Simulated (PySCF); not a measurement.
C8H16Si.
Structure used (PBE0-D3(BJ)/def2-SVP), in Å, numbered top down from 1:
```xyz
25
C8H16Si angstrom
C      5.098    0.707   -0.061
C      3.768    0.128   -0.096
C      2.651   -0.360   -0.128
Si     0.954   -1.048   -0.164
C     -0.252    0.356    0.212
C     -1.766    0.070    0.241
C     -2.239   -0.445   -1.120
C     -2.500    1.376    0.562
C     -2.096   -0.963    1.322
H      5.821    0.010    0.392
H      5.109    1.636    0.530
H      5.451    0.948   -1.076
H      0.715   -1.643   -1.515
H      0.868   -2.149    0.843
H     -0.039    1.144   -0.533
H      0.065    0.779    1.183
H     -3.333   -0.581   -1.128
H     -1.982    0.263   -1.924
H     -1.783   -1.415   -1.371
H     -2.180    1.780    1.536
H     -3.590    1.219    0.604
H     -2.297    2.142   -0.203
H     -1.618   -1.935    1.118
H     -1.754   -0.625    2.313
H     -3.182   -1.134    1.381
```

The closed-shell ground state was solved at several levels (PySCF, density fitting, gas phase, non-relativistic).

| level | basis functions | total energy (Eh) | HOMO (eV) | LUMO (eV) | gap (eV) | dipole (D) |
| --- | --- | --- | --- | --- | --- | --- |
| PBE0/pcSseg-1 | 240 | -603.3745 | -7.45 | 0.41 | 7.86 | 1.34 |
| wB97X-D/def2-SVPD | 312 | -603.5302 | -9.29 | 1.98 | 11.27 | 1.33 |

(1) What might KT2/pcSseg-1 (240 basis functions) give for the same quantities?

(2) Over all these levels, which gives the widest orbital gap and which the narrowest?

(3) How far do the dipole and the HOMO energy spread over the levels?

Results:

(1) Total energy -611.9829 Eh, HOMO -6.26 eV, LUMO -0.57 eV, gap 5.69 eV, dipole 1.33 D.

(2) wB97X-D/def2-SVPD (range-separated hybrid) has the widest, 11.27 eV, and KT2/pcSseg-1 (GGA) the narrowest, 5.69 eV. Functional and basis both differ between the two, so the spread mixes both effects.

(3) The dipole runs from 1.33 to 1.34 D (mean 1.33 D) and the HOMO from -9.29 to -6.26 eV.

One conformer stands for the species.

Note: wB97X-D ran without an empirical dispersion term, which enters the total energy and its gradient alone.
